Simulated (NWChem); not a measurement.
System: MgNH2Cl; SMILES [Mg]([Cl])[NH2]

NWChem input:

```
start job
memory heap 200 mb stack 900 mb global 1100 mb
geometry units angstroms noautoz
  Mg    -0.101154    -0.294831    -0.059895
  Cl     0.374290     1.859076     0.057197
  N     -0.503379    -2.130608    -0.160389
  H      0.048089    -2.837889    -0.633470
  H     -1.313442    -2.587583     0.243872
end
basis spherical
  * library aug-cc-pvdz
end
dft
  xc xpbe96 cpbe96
  iterations 150
end
tddft
  cis
  nroots 8
  notriplet
end
task tddft energy
```

Parts of the log:

```
             Northwest Computational Chemistry Package (NWChem) 7.3.0
             --------------------------------------------------------

 C2V symmetry detected

                             Geometry "geometry" -> ""
                             -------------------------

 Output coordinates in angstroms (scale by  1.889725989 to convert to a.u.)

  No.       Tag          Charge          X              Y              Z
 ---- ---------------- ---------- -------------- -------------- --------------
    1 Mg                  12.0000     0.00000000     0.00000000    -0.51099931
    2 Cl                  17.0000     0.00000000     0.00000000     1.69786264
    3 N                    7.0000     0.00000000     0.00000000    -2.39300823
    4 H                    1.0000     0.00000000     0.81947338    -2.99030783
    5 H                    1.0000     0.00000000    -0.81947338    -2.99030783

 Effective nuclear repulsion energy (a.u.)     104.1573029193

      Symmetry information
      --------------------

 Group name             C2v
 Group number             16
 Group order               4
 No. of unique centers     4

  pbe96 is a nonlocal functional; adding pw91lda local functional.

                                 NWChem DFT Module
                                 -----------------

 Summary of "ao basis" -> "ao basis" (spherical)
 ------------------------------------------------------------------------------
       Tag                 Description            Shells   Functions and Types
 ---------------- ------------------------------  ------  ---------------------
 Mg                       aug-cc-pvdz               11       27   5s4p2d
 Cl                       aug-cc-pvdz               11       27   5s4p2d
 N                        aug-cc-pvdz                9       23   4s3p2d
 H                        aug-cc-pvdz                5        9   3s2p

      Symmetry analysis of basis
      --------------------------

        a1         44
        a2          8
        b1         19
        b2         24

[...]

                                NWChem TDDFT Module
                                -------------------

            General Information
            -------------------
           No. of orbitals :     190
            Alpha orbitals :      95
             Beta orbitals :      95
        Alpha frozen cores :       0
         Beta frozen cores :       0
     Alpha frozen virtuals :       0
      Beta frozen virtuals :       0
         Spin multiplicity :       1
    Number of AO functions :      95
        Use of symmetry is : off
      Symmetry adaption is : on
         Schwarz screening :  0.10D-07

              XC Information
              --------------
   PerdewBurkeErnzerhof Exchange Functional   1.00
     Perdew 1991 LDA Correlation Functional   1.00 local
    PerdewBurkeErnz. Correlation Functional   1.00 non-local

             TDDFT Information
             -----------------
          Calculation type : Tamm-Dancoff TDDFT
         Wavefunction type : Restricted singlets
          No. of electrons :      38
           Alpha electrons :      19
            Beta electrons :      19
              No. of roots :       8
          Max subspacesize :    5600
            Max iterations :     100
               Target root :       1
           Target symmetry : none
      Symmetry restriction : off
                 Algorithm : Optimal
        Davidson threshold :  0.10D-03

    8 smallest eigenvalue differences (eV)
--------------------------------------------------------
  No. Spin  Occ  Vir  Irrep   E(Occ)    E(Vir)   E(Diff)
--------------------------------------------------------
    1    1   19   20 b1       -0.197    -0.077     3.277
    2    1   19   21 a2       -0.197    -0.027     4.642
    3    1   19   22 a1       -0.197    -0.014     4.983
    4    1   19   23 b1       -0.197    -0.008     5.146
    5    1   18   20 b1       -0.266    -0.077     5.153
    6    1   17   20 b2       -0.267    -0.077     5.165
    7    1   19   24 a2       -0.197     0.016     5.802
    8    1   19   25 b1       -0.197     0.017     5.828
--------------------------------------------------------

  Entering Davidson iterations
  Restricted singlet excited states

  Iter   NTrls   NConv    DeltaV     DeltaE      Time
  ----  ------  ------  ---------  ---------  ---------
    1      8       0     0.15E+00   0.10+100        9.3
    2     16       0     0.11E+00   0.72E-02        9.5
    3     24       4     0.25E-01   0.14E-01        9.3
    4     28       7     0.83E-02   0.13E-02        8.5
    5     29       7     0.14E-02   0.19E-03        7.9
    6     30       7     0.26E-03   0.19E-05        8.0
    7     31       8     0.81E-04   0.99E-07        7.9
  ----  ------  ------  ---------  ---------  ---------
  Convergence criterion met

  Ground state a1       -715.961105704562 a.u.

  ----------------------------------------------------------------------------
  Root   1 singlet b1             0.124897452 a.u.                3.3986 eV
  ----------------------------------------------------------------------------
     Transition Moments    X -0.71303   Y -0.00000   Z -0.00000
     Dipole Oscillator Strength                    0.0423324859
     Electric Quadrupole                           0.0000000618
     Magnetic Dipole                               0.0000003508
     Total Oscillator Strength                     0.0423328984

[...]
```

Level: PBE/aug-cc-pVDZ, TDA. Structure relaxed at the B3LYP/6-31G* (spherical d) level.
